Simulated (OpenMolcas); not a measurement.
# Mo3+: effect of the metal basis

Mo3+ with its 6 nearest chloride ions at 2.509 Å, on the Y site of Cs2NaYCl6 (a = 10.7396 Å, distance in the model lattice 2.619 Å). The rest of the host is ab initio model potentials to 7.6 Å and point charges beyond; the distance is set by hand and nothing relaxes.

```json
{
  "Program": "OpenMolcas",
  "Method": "CASSCF",
  "Spin-orbit coupling": "RASSI with atomic mean-field integrals over the reference wave functions"
}
```

Fixed: ligand basis ANO-RCC-VDZP, active space 3 electrons in 5 orbitals (4d), DKH2 Hamiltonian.

States (labels of O, the rotations of Oh). Energies in cm-1 above the lowest state or level, χT in cm3 K/mol; 10Dq and B are least-squares fits to the states below 45000 cm-1, weighted by degeneracy, with a free offset, and given where the rms deviation is under 5 % of |10Dq| (or 100 cm-1) and under 700 cm-1.

```tsv
Run	Metal basis	Ground state	First state of that spin	10Dq	B (rms of fit)	First gap with spin-orbit (degeneracies)	χT at 300 K	First state of another spin	Cost
A	ANO-RCC-VDZP	4A2	4T2 18006	17547	646 (315)	13370 (4, 4)	1.754	2E 13493	roughly 50 core-seconds
B	ANO-RCC-VTZP	4A2	4T2 17618	17219	654 (274)	13446 (4, 4)	1.752	2E 13582	roughly 50 core-seconds
```

Against A, |10Dq| changes by -1.9 % in B.

Costs are those of the RASSCF and RASSI steps.

Without dynamic correlation the repulsion within the d shell is too large (B by tens of per cent), so at a given field states of lower spin stand too high. With metal d orbitals alone the field can be off either way by tens of per cent. Ligand-to-metal charge-transfer states are missing. With no ligand orbital active B as a rule stays too high, so bands that hang on it stand too high and its fall with covalency is understated. The least metal-like active orbital is 79 % on the metal (Löwdin) and no ligand orbital is active, so the numbers are rough (holds for A). The least metal-like active orbital is 80 % on the metal (Löwdin) and no ligand orbital is active, so the numbers are rough (holds for B). No measured value stands beside these numbers; the geometry was set by hand and not optimised.
